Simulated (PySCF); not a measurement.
Charge on either side of a bond

Species: C₆H₁₁NSi.
Numbering: `[CH2:1]=[N:2][CH2:3]/[C:4]([CH3:5])=[C:6]1\[CH2:7][SiH2:8]1` (hydrogens: H9, H10 on C1; H11, H12 on C3; H13, H14, H15 on C5; H16, H17 on C7; H18, H19 on Si8)

Geometry (GFN2-xTB, Å), atoms numbered from 1 in this order:
```
atom  x, y, z in Å
C1    -2.584   -1.126    0.854
N2    -2.217   -0.002    0.447
C3    -1.016    0.595    0.955
C4    -0.026    0.708   -0.188
C5    -0.396    1.690   -1.254
C6     1.058   -0.040   -0.235
C7     1.724   -1.103    0.599
Si8    2.629   -0.643   -1.007
H9    -2.062   -1.708    1.624
H10   -3.477   -1.562    0.432
H11   -1.277    1.600    1.301
H12   -0.575    0.021    1.784
H13    0.293    1.623   -2.092
H14   -0.374    2.705   -0.856
H15   -1.410    1.487   -1.596
H16    2.109   -0.783    1.560
H17    1.189   -2.042    0.689
H18    3.833    0.163   -0.900
H19    2.569   -1.572   -2.123
```

Atomic charges (e) from the PBE0/pcSseg-1 density (PySCF):

| atom | Mulliken | IAO | Hirshfeld | ESP-fitted |
| --- | --- | --- | --- | --- |
| C1 | +0.0042 | -0.1246 | 0.0000 | +0.1514 |
| N2 | -0.3977 | -0.2503 | -0.1327 | -0.4501 |
| C3 | +0.0453 | -0.1557 | -0.0276 | +0.1401 |
| C4 | -0.2689 | +0.0460 | +0.0160 | -0.0205 |
| C5 | -0.1412 | -0.4244 | -0.1228 | -0.4412 |
| C6 | -0.3128 | -0.2714 | -0.1123 | +0.0228 |
| C7 | -0.4196 | -0.5324 | -0.1737 | -0.5972 |
| Si8 | +0.5311 | +0.6335 | +0.3025 | +0.2390 |
| H9 | +0.0834 | +0.1022 | +0.0407 | +0.0465 |
| H10 | +0.1190 | +0.1525 | +0.0516 | +0.0567 |
| H11 | +0.1294 | +0.1533 | +0.0477 | +0.0863 |
| H12 | +0.0996 | +0.1114 | +0.0320 | +0.0235 |
| H13 | +0.1147 | +0.1482 | +0.0390 | +0.1169 |
| H14 | +0.1169 | +0.1453 | +0.0438 | +0.1333 |
| H15 | +0.1351 | +0.1613 | +0.0406 | +0.1497 |
| H16 | +0.1539 | +0.1562 | +0.0411 | +0.1864 |
| H17 | +0.1530 | +0.1555 | +0.0398 | +0.2066 |
| H18 | -0.0731 | -0.1036 | -0.0630 | -0.0300 |
| H19 | -0.0723 | -0.1030 | -0.0624 | -0.0199 |

Task: Cut each of the bonds C1–N2, N2–C3, C3–C4, C5–C4 and C6–C4 in turn and sum the charges on the side of the atom named first.

Result: In e; the other side holds the opposite charge:

```tsv
bond cut	piece	atoms	Mulliken	IAO	Hirshfeld	ESP-fitted
C1–N2	CH2	3	+0.207	+0.130	+0.092	+0.255
N2–C3	CH2N	4	-0.191	-0.120	-0.040	-0.195
C3–C4	C2H4N	7	+0.083	-0.011	+0.012	+0.054
C5–C4	CH3	4	+0.226	+0.030	+0.001	-0.041
C6–C4	C2H4Si	7	-0.040	-0.065	-0.028	+0.008
```

Extremes among these pieces. Mulliken: lowest CH2N at N2, highest CH3 at C5; IAO: lowest CH2N at N2, highest CH2 at C1; Hirshfeld: lowest CH2N at N2, highest CH2 at C1; ESP-fitted: lowest CH2N at N2, highest CH2 at C1.

Task: Do the schemes agree better on the pieces than on the single atoms at the cuts?

Result: The spread between schemes averages 0.150 e for the pieces and 0.309 e for the atoms named first; it is smaller for the piece at 5 of the 5 cuts. On average they agree better on the pieces. The sign differs between schemes (beyond ±0.03 e) for CH3 at C5.

Geometry: GFN2-xTB, one conformer, isolated molecule.
